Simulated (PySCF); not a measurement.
## A search over the determinants of AsH

Unrestricted PBE0; PySCF, scalar-relativistic core potentials, basis sets As cc-pVTZ-PP with ECP10, H cc-pVTZ. Outer shells of the fragments: As 3d10 4s2 4p3; H 1s1.

Followed along the bond (rough minima from three points):

```tsv
2Ms+1	unpaired	⟨S²⟩ at the start	R at minimum (Å)	Te (eV)
3	π ↑↑	2.01	1.53	0.00
1	π ↑↓	1.01	1.53	0.36
1	none	0.00	1.53	1.46
5	σ ↑↑, π ↑↑	6.00	none in the scan	≤ 5.92
```

Solutions found at the starting distance of 1.495 Å, counted from the lowest of them; the search is not exhaustive and high or unbound solutions are not listed, so other states can lie among these:

| 2Ms+1 | unpaired | term | E (eV) | ⟨S²⟩ | ⟨Lz²⟩ | μ (D) |
| --- | --- | --- | --- | --- | --- | --- |
| 3 | π ↑↑ | ³Σ⁻ | 0.00 | 2.01 | 0.00 | 0.21 |
| 1 | π ↑↓ | mixed | 0.36 | 1.01 | 2.02 | 0.21 |
| 1 | none | mixed | 1.46 | 0.00 | 2.01 | 0.23 |
| 3 | σ ↑, π ↑ | ³Π | 3.82 | 2.01 | 1.01 | 0.78 |
| 1 | σ ↓, π ↑ | mixed | 4.17 | 1.02 | 1.01 | 0.86 |
| 3 | σ ↑, π ↑ | ³Π | 6.00 | 2.00 | 1.01 | -0.59 |

A term symbol is given only where ⟨S²⟩ and ⟨Lz²⟩ are close to those of a pure state; real π, δ and φ orbitals otherwise mix terms. A positive dipole means As(−)H(+).

Spin–orbit coupling is left out. Counting both spins, an empty level lies below a filled one in some of these solutions, because spin and occupation are held.
